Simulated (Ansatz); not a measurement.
```xyz
8

H    -0.9300   -0.9300   -0.9300
Li   -0.9300   -0.9300    0.9300
Li   -0.9300    0.9300   -0.9300
H    -0.9300    0.9300    0.9300
Li    0.9300   -0.9300   -0.9300
H     0.9300   -0.9300    0.9300
H     0.9300    0.9300   -0.9300
Li    0.9300    0.9300    0.9300
```

RHF on singlet Li4H4 was run in several spherical basis sets with Ansatz (development build ahead of 0.2.0).

Q: Rank the basis sets by the total energy that they give, lowest first, with the distance from the lowest.
A. def2-SVP
B. def2-SVPD
C. 6-31++G(d,p)
D. cc-pVDZ
E. 6-31G

A: D (0.00 eV), C (0.05 eV), B (0.33 eV), E (0.37 eV), A (0.40 eV).

Totals follow the description of the cores as much as that of the bonds, so this order isn't one of quality for chemistry.
